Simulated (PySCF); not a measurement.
## Structure from 2D NMR

Compound of formula C$_{5}$H$_{7}$ClOSi. Correlations simulated from computed shifts and the bond graph:

HSQC (one-bond C–H):
```tsv
δH	δC
3.29	44.2
3.19	28.8
1.93	84.8
```

COSY cross peaks (H two or three bonds apart, from the bond graph; peaks can be absent where the dihedral angle is near 90°):
```tsv
δH	δH
4.78	3.19
```

HMBC (two and three bonds, from the bond graph):
```tsv
δH	δC
4.78	241.0, 44.2, 28.8
3.29	241.0, 84.8, 80.9
3.19	241.0
1.93	80.9, 44.2
```

Carbons without hydrogens: δ 241.0, 80.9.

How the numbers were obtained: NMR shieldings at PBE0/pcSseg-1/GIAO, geometry from GFN2-xTB, in PySCF 2.14.0 with density-fitted response routines (one computed conformer, relativity neglected, fast rotation and ring inversion assumed for equivalent nuclei, no solvent model).

Chemical shifts δ = σref − σ; TMS for ¹H, ¹³C, all at this level.

Exchangeable hydrogens are left out of these lists.

Assemble the structure.

Results:

SMILES C#CCC(=O)[SiH2]CCl.

Numbering as in the mapped SMILES `[CH:1]#[C:2][CH2:3][C:4](=[O:5])[SiH2:6][CH2:7][Cl:8]`. Hydrogens are named by the atom that carries them.

δC 241.0 is C4, a carbonyl carbon. δC 84.8 is C1, a terminal alkyne carbon (δH 1.93). δC 80.9 is C2, an alkyne carbon. δC 44.2 is C3, an sp3 CH2 α to a carbonyl (δH 3.29). δC 28.8 is C7, an sp3 CH2 bonded to Cl and Si (δH 3.19). HMBC from δH 4.78 reaches the proton-free carbon C4. HMBC from δH 3.29 reaches the proton-free carbons C4, C2. HMBC from δH 3.19 reaches the proton-free carbon C4. HMBC from δH 1.93 reaches the proton-free carbon C2. COSY links 4.78–3.19.

This is the structure that produced the data.

Carbons that carry Cl, above all several Cl atoms, come out too deshielded, partly because spin–orbit coupling is missing. Shifts are as computed. Against solution values, carbons near 30 ppm lie about +3 ppm off and those near 130 ppm about +5 ppm; carbons on Cl a further +6 ppm. Of 1211 compounds with measured shifts, 218 miss one by over three times the rms of a fit or turn the order of signals round; such compounds aren't used in these exercises.
